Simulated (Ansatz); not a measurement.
Cartesian coordinates in Å:
```
B -0.134 1.066 0.409
Si -0.327 -0.850 0.504
F -1.362 -1.712 -0.355
Se 1.352 0.062 -0.947
H 0.553 1.516 1.281
H -0.852 1.761 -0.241
H 0.343 -1.787 1.433
H 0.427 -0.057 -2.083
```

Charge 0, multiplicity 1.

Question: List the PBE/def2-TZVPP orbital energies in eV (the Gaussian-basis code of Ansatz). (Best estimate.)

Answer: The calculation gave: Occupied: -12303.14, -1780.99, -1563.10, -1403.88, -1403.85, -1403.82, -660.32, -206.08, -176.65, -151.41, -151.30, -151.20, -138.62, -95.45, -95.37, -95.23, -54.50, -54.48, -54.39, -54.32, -54.31, -30.00, -18.54, -13.94, -12.40, -11.24, -10.90, -10.35, -10.02, -8.71, -8.15, -7.05, -6.41. Lowest empty: -1.59, -1.37, -0.72, -0.57, 0.11, 1.69, 1.87, 2.42.
